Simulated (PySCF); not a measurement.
CH₅AlO₂. Atoms are numbered in the order given.

```xyz
9

Al    -0.5587     0.7414     0.0000
H     -1.9833     1.4158     0.0000
O      0.8125     1.7730     0.0000
H      1.7384     1.4873     0.0000
O     -0.4823    -0.9662     0.0000
C      0.4520    -2.0056     0.0000
H      0.3217    -2.6551     0.8959
H      0.3217    -2.6551    -0.8959
H      1.5114    -1.6520     0.0000
```
Charge 0, spin multiplicity 1.

The structure is a stationary point at PBE-D3(BJ)/def2-SVP. One conformer was computed; it need not be the lowest.

All values below come from PySCF 2.14.0 with IEF-PCM-B3LYP/def2-SVP.

The values are the electrostatic part of the solvation free energy, E(continuum) − E(gas) at the gas-phase geometry, in a cavity of scaled van der Waals radii (PySCF's table); cavitation and dispersion terms are not included. A continuum can't describe solvent molecules that bind to the metal. In vacuum the orbital gap is 7.61 eV. The dipole moment in vacuum is 2.36 D.

Computed values in water (ε = 78.36), dimethylsulfoxide (ε = 46.83), toluene (ε = 2.37):
| solvent | ε | ΔG(elec) (kcal/mol) | dipole (D) | gap (eV) |
|---|---|---|---|---|
| water | 78.36 | -6.8 | 2.91 | 7.76 |
| dimethylsulfoxide | 46.83 | -6.7 | 2.90 | 7.75 |
| toluene | 2.37 | -3.1 | 2.59 | 7.68 |
